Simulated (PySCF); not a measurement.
**Basis-set dependence of population analyses: n-PrOi-Pr**

Compound: n-PrOi-Pr, C₆H₁₄O.
Numbering: `[CH3:1][CH2:2][CH2:3][O:4][CH:5]([CH3:6])[CH3:7]` (hydrogens: H8, H9, H10 on C1; H11, H12 on C2; H13, H14 on C3; H15 on C5; H16, H17, H18 on C6; H19, H20, H21 on C7)

PBE0 throughout (PySCF), one geometry, spherical d and f functions. Isolated species at its PBE0-D3(BJ)/def2-SVP geometry (one conformer only). Atoms taken as equivalent share a column and are averaged. The first 7 of 11 kinds of atom are listed.

Mulliken charges (e):

```
        basis  functions      C1      C2      C3      O4      C5   C6/C7  H8/H9/H10
       STO-3G         49  -0.231  -0.143  -0.037  -0.228  +0.048  -0.238     +0.078
     pcSseg-0         91  -0.656  -0.535  -0.069  -0.674  -0.076  -0.598     +0.230
        6-31G         91  -0.504  -0.322  -0.032  -0.539  +0.081  -0.482     +0.165
       6-31G*        126  -0.536  -0.341  -0.038  -0.489  +0.127  -0.536     +0.175
      cc-pVDZ        168  -0.099  -0.105  +0.125  -0.326  -0.018  -0.046     +0.044
     def2-SVP        168  -0.101  -0.099  +0.168  -0.402  +0.031  -0.049     +0.043
     pcSseg-1        189  -0.301  -0.277  +0.078  -0.513  -0.053  -0.243     +0.115
6-311+G(2d,p)        273  -0.602  -0.033  -0.196  -0.220  +0.116  -0.503     +0.145
  aug-cc-pVDZ        287  +0.422  +0.675  +0.779  -0.590  +0.241  +0.557     -0.128
    def2-TZVP        301  -0.386  -0.146  -0.074  -0.260  +0.088  -0.354     +0.121
```

IAO charges (e):

```json
{"basis": "STO-3G", "functions": "49", "C1": "-0.392", "C2": "-0.262", "C3": "-0.120", "O4": "-0.224", "C5": "+0.002", "C6/C7": "-0.402", "H8/H9/H10": "+0.132"}
{"basis": "pcSseg-0", "functions": "91", "C1": "-0.426", "C2": "-0.268", "C3": "-0.060", "O4": "-0.377", "C5": "+0.077", "C6/C7": "-0.431", "H8/H9/H10": "+0.141"}
{"basis": "6-31G", "functions": "91", "C1": "-0.433", "C2": "-0.257", "C3": "-0.068", "O4": "-0.382", "C5": "+0.086", "C6/C7": "-0.440", "H8/H9/H10": "+0.143"}
{"basis": "6-31G*", "functions": "126", "C1": "-0.412", "C2": "-0.249", "C3": "-0.034", "O4": "-0.395", "C5": "+0.112", "C6/C7": "-0.422", "H8/H9/H10": "+0.136"}
{"basis": "cc-pVDZ", "functions": "168", "C1": "-0.411", "C2": "-0.247", "C3": "-0.033", "O4": "-0.393", "C5": "+0.114", "C6/C7": "-0.422", "H8/H9/H10": "+0.135"}
{"basis": "def2-SVP", "functions": "168", "C1": "-0.401", "C2": "-0.242", "C3": "-0.029", "O4": "-0.394", "C5": "+0.114", "C6/C7": "-0.411", "H8/H9/H10": "+0.132"}
{"basis": "pcSseg-1", "functions": "189", "C1": "-0.411", "C2": "-0.247", "C3": "-0.035", "O4": "-0.401", "C5": "+0.110", "C6/C7": "-0.420", "H8/H9/H10": "+0.136"}
{"basis": "6-311+G(2d,p)", "functions": "273", "C1": "-0.424", "C2": "-0.254", "C3": "-0.038", "O4": "-0.407", "C5": "+0.111", "C6/C7": "-0.433", "H8/H9/H10": "+0.140"}
{"basis": "aug-cc-pVDZ", "functions": "287", "C1": "-0.422", "C2": "-0.253", "C3": "-0.036", "O4": "-0.406", "C5": "+0.113", "C6/C7": "-0.432", "H8/H9/H10": "+0.139"}
{"basis": "def2-TZVP", "functions": "301", "C1": "-0.424", "C2": "-0.255", "C3": "-0.035", "O4": "-0.406", "C5": "+0.113", "C6/C7": "-0.434", "H8/H9/H10": "+0.140"}
```

Some averages cover members that differ in this geometry, most widely: C6/C7, Mulliken in 6-311+G(2d,p) -0.559 to -0.448; C6/C7, Mulliken in aug-cc-pVDZ +0.511 to +0.603; C6/C7, Mulliken in def2-TZVP -0.373 to -0.336; C6/C7, Mulliken in pcSseg-0 -0.614 to -0.583 e.

Problem. Which scheme is steadiest as the basis changes?

Solution. Largest range over the bases for any column: IAO 0.18 e, Mulliken 1.21 e. IAO charges move least and Mulliken charges most, counted in e. Without the minimal STO-3G basis the ranges are IAO 0.04, Mulliken 1.21 e.

Problem. How much do the charges still move between the two largest bases, aug-cc-pVDZ and def2-TZVP?

Solution. At most, over all atoms: Mulliken 0.939 e, IAO 0.002 e.

Problem. What do the same runs give for the total energy, the frontier levels and the dipole moment?

Solution. 
```
        basis  energy (Eh)  HOMO (eV)  LUMO (eV)  μ (D)
       STO-3G    -308.0986      -3.72       8.32   0.91
     pcSseg-0    -311.1951      -7.06       2.11   1.37
        6-31G    -311.8247      -6.94       2.66   1.25
       6-31G*    -311.9077      -6.97       2.73   0.95
      cc-pVDZ    -311.9276      -7.06       1.91   0.92
     def2-SVP    -311.6894      -7.14       1.81   1.02
     pcSseg-1    -311.8754      -7.23       1.49   1.08
6-311+G(2d,p)    -312.0042      -7.26       0.39   1.02
  aug-cc-pVDZ    -311.9486      -7.24      -0.04   0.99
    def2-TZVP    -312.0279      -7.25       1.20   0.96
```

The dipole is fixed by the density alone, so its range of 0.46 D shows that the density itself changes with the basis, not only its division among atoms.
